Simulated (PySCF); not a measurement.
A TDDFT job was run through a driver script with this input:

```
{"job": {"kind": "uv", "xc": "PBE0", "basis": "def2-SVPD", "nstates": 8, "ntriplets": 3}, "charge": 0, "multiplicity": 1}
C      2.525510    -0.279390     0.473988
C      1.292271    -0.073067     0.032752
Si     0.495898     1.639696    -0.171619
Si    -1.752376     1.064592    -0.114744
C     -1.710424    -0.814355     0.257969
Ge     0.028751    -1.530025    -0.353979
H      2.931303    -1.273725     0.608119
H      3.193958     0.533775     0.721031
H      0.948196     2.205116    -1.452430
H      0.996170     2.526134     0.888603
H     -2.585627     1.715694     0.907041
H     -2.445367     1.251904    -1.398372
H     -1.797018    -0.974461     1.332721
H     -2.543997    -1.338785    -0.203825
H     -0.024403    -1.810421    -1.838100
H      0.439556    -2.833738     0.299435
```

Its output, with some lines taken out ([cut]) and without the SCF cycles:

```
converged SCF energy = -2775.1251929650

[cut]

Singlet excitations
state   eV       nm        f      main configurations
  1   5.1288    241.7   0.00119   H->L 0.95
[cut]
  3   6.1110    202.9   0.07143   H-1->L 0.49, H-2->L 0.38
[cut]
[cut]
[cut]
  7   6.8914    179.9   0.00143   H->L+2 0.77, H-4->L 0.09
  8   6.9179    179.2   0.00713   H-2->L+1 0.81

[cut]
```

Method: TDDFT PBE0/def2-SVPD, vertical, gas phase, core orbitals frozen in the response in PySCF 2.14.0, density-fitted response routines. One conformer (not necessarily the lowest) at the GFN2-xTB geometry, without solvent, vibrations or thermal averaging. The PBE0/def2-SVPD calculation is non-relativistic and has no spin–orbit coupling, an omission that weighs most on germanium.

Task: What stood in the cut lines?

Result: 
```
Static polarisability (au): isotropic 119.747, principal 93.588 125.814 139.839
  2   5.9841    207.2   0.04632   H-2->L 0.58, H-1->L 0.29
  4   6.3250    196.0   0.01812   H-3->L 0.84, H-1->L 0.13
  5   6.5762    188.5   0.03909   H->L+1 0.87
  6   6.6631    186.1   0.00165   H-1->L+1 0.92
Triplet excitations (Tamm-Dancoff, eV): 4.0135 4.7348 5.4650
```

Task: What is the polarisability anisotropy, √(½[(α1 − α2)² + (α2 − α3)² + (α3 − α1)²])?

Result: 41.08 au.

Task: How many basis functions and electrons does this run hold?

Result: 226 basis functions for 88 electrons in 44 doubly occupied orbitals.

Task: Which orbital energies lie behind H and L?

Result: HOMO -7.74 eV and LUMO -1.06 eV, a gap of 6.68 eV; state 1 differs from that by -1.55 eV.

Task: Which species is it?

Result: `[GeH2]1[C]([SiH2][SiH2][CH2]1)=C` (C3H10GeSi2), point group C1.

H and L stand for HOMO and LUMO.

On Intel Xeon at 2.50 GHz, one thread (shared host), this took 1.9 min (with the writing of density and orbital grids) and 0.92 GiB of memory at its peak.
